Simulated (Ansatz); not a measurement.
C4H4S, triplet, geometry from GFN2-xTB (a higher spin typed on purpose: for a closed-shell molecule this is an excited state); Ansatz (a quantum-chemistry and plane-wave program) with B3LYP/STO-3G.

Ansatz was given this input:
Ansatz 0.2 input:
```yaml
crystal:
  periodic: [false, false, false]
  atoms:
    - {symbol: C, position_ang: [0.35092478, -1.44730662, 0.17002423]}
    - {symbol: C, position_ang: [-0.95647938, -1.13310453, 0.21903019]}
    - {symbol: C, position_ang: [-1.19845781, 0.28467556, 0.04537170]}
    - {symbol: S, position_ang: [0.28246175, 1.20363624, -0.18147496]}
    - {symbol: C, position_ang: [1.19697211, -0.29100648, -0.04441717]}
    - {symbol: H, position_ang: [0.77466952, -2.42903399, 0.27239484]}
    - {symbol: H, position_ang: [-1.77115108, -1.81720929, 0.36782085]}
    - {symbol: H, position_ang: [-2.14437716, 0.78394528, 0.04428006]}
    - {symbol: H, position_ang: [2.26371244, -0.27542949, -0.12095013]}
basis:
  gaussian:
    orbitals: STO-3G
hamiltonian:
  xc: b3lyp
magnetization: {spin_polarized: true, initial_magnetization: 2}
```

Problem. Write the output that Ansatz gives for this input, abridged.

Solution. 
```
Functional definition: B3LYP
438 factors; integrals over basis functions are off by at most 2.9e-5 eV
mean field evaluation 1: about -14872.9712 eV, gradient 5.7e0 eV
mean field evaluation 2: about -14873.2141 eV, gradient 4.1e0 eV
mean field evaluation 4: about -14873.3529 eV, gradient 2.9e-1 eV
mean field evaluation 8: about -14873.3025 eV, gradient 5.8e-3 eV
mean field evaluation 16: about -14873.0861 eV, gradient 1.6e0 eV
mean field -14873.30249631 eV, -546.5837852529 hartree, gradient 1.2e-5 eV, S^2 2.005274; 1 other end points of the search recorded, 0 dependent functions left out
reference -14873.30267540 eV, -546.5837918342 hartree; 23, 21 occupied and 10, 12 virtual orbitals, 438 factors
Total energy: -14873.30267540 eV, -546.5837918342 hartree
```
